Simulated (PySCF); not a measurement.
# Orbital energies and ionisation energy

C7H13BO2.
Numbering: `[CH2:1]=[CH:2][C@@H:3]1[CH2:4][CH2:5][C@H:6]([B:7]([OH:8])[OH:9])[CH2:10]1` (hydrogens: H11, H12 on C1; H13 on C2; H14 on C3; H15, H16 on C4; H17, H18 on C5; H19 on C6; H20 on O8; H21 on O9; H22, H23 on C10)

Geometry (PBE0-D3(BJ)/def2-SVP, Å), atoms numbered from 1 in this order:
```
atom  x, y, z in Å
C1     3.6477    0.7581   -0.5304
C2     2.3775    0.6898   -0.9320
C3     1.2879   -0.0693   -0.2501
C4     0.6455   -1.1692   -1.1227
C5    -0.8292   -1.2714   -0.6717
C6    -0.9994   -0.2621    0.4782
B7    -2.4184    0.4010    0.6267
O8    -2.8374    0.7688    1.8743
O9    -3.1520    0.6229   -0.5048
C10    0.0855    0.7833    0.1739
H11    4.3950    1.3346   -1.0819
H12    3.9864    0.2363    0.3708
H13    2.0780    1.2269   -1.8432
H14    1.7006   -0.5360    0.6614
H15    0.7076   -0.8845   -2.1858
H16    1.1945   -2.1176   -1.0263
H17   -1.1059   -2.2904   -0.3614
H18   -1.5006   -1.0054   -1.5021
H19   -0.7312   -0.7417    1.4354
H20   -3.6919    1.2091    1.9075
H21   -3.9907    1.0739   -0.3726
H22    0.3113    1.4475    1.0220
H23   -0.2285    1.4222   -0.6724
```

Level: CAM-B3LYP/def2-SVPD (PySCF). Frontier orbitals with their largest atomic shares (Löwdin; up to four atoms above 4 %):

```json
{"orbital": "HOMO−3", "ε (eV)": "-10.43", "main atoms": "C10 16 %, C6 15 %, C3 14 %, C2 10 %"}
{"orbital": "HOMO−2", "ε (eV)": "-10.10", "main atoms": "C3 17 %, C6 15 %, C4 12 %, C10 10 %"}
{"orbital": "HOMO−1", "ε (eV)": "-9.93", "main atoms": "C6 19 %, C5 16 %, C4 10 %, H18 10 %"}
{"orbital": "HOMO", "ε (eV)": "-8.45", "main atoms": "?"}
{"orbital": "LUMO", "ε (eV)": "0.21", "main atoms": "B7 35 %, O9 18 %, O8 17 %, H21 12 %"}
{"orbital": "LUMO+1", "ε (eV)": "1.56", "main atoms": "C1 32 %, C2 30 %, H12 6 %, H11 6 %"}
{"orbital": "LUMO+2", "ε (eV)": "1.70", "main atoms": "C1 12 %, C4 9 %, H16 8 %, H17 6 %"}
```

Task: What vertical ionisation energy does ΔSCF give, and how far is −ε(HOMO) from it?

Result: ΔSCF: 9.19 eV (887 kJ/mol; threshold wavelength 135 nm); ⟨S²⟩ of the doublet left behind is 0.756, against 0.75 for a pure doublet. −ε(HOMO) is 8.45 eV, 0.74 eV below it. For the exact functional −ε(HOMO) would equal the first vertical ionisation energy; CAM-B3LYP (range-separated hybrid) falls short of its own ΔSCF value by 8 %.

Task: On which atoms does the HOMO lie?

Result: C1 (terminal =CH2 carbon) 36 %, C2 (alkene CH carbon) 31 %, C3 (allylic carbon) 7 %, C10 (ring CH2 carbon) 5 %, so no atom holds as much as 40 %. The HOMO−1 lies 1.48 eV lower.

Task: How many of the 10 lowest singlet excitations (vertical TDDFT, same level) lie below the ionisation energy?

Result: All 10; they run from 7.09 to 8.27 eV.

Task: Shift the occupied levels rigidly so that −ε(HOMO) equals the ΔSCF value. What binding energies result?

Result: The shift is +0.74 eV: HOMO 9.19, HOMO−1 10.67, HOMO−2 10.84, HOMO−3 11.17 eV. A rigid shift is only a rough guide to the deeper ionisations.

Task: With α = 103.6 au, estimate the like-pair dispersion coefficient by London's formula C6 = (3/4)α²I.

Result: I = 0.3377 Eh, so C6 ≈ 2720 au, a rough estimate.

Isolated species at its PBE0-D3(BJ)/def2-SVP geometry (one conformer only).

The run behind these numbers computed excited states and ΔSCF ions as well. Time: 3.6 min wall. Hardware: an Arm Neoverse V2 with one thread (shared host).
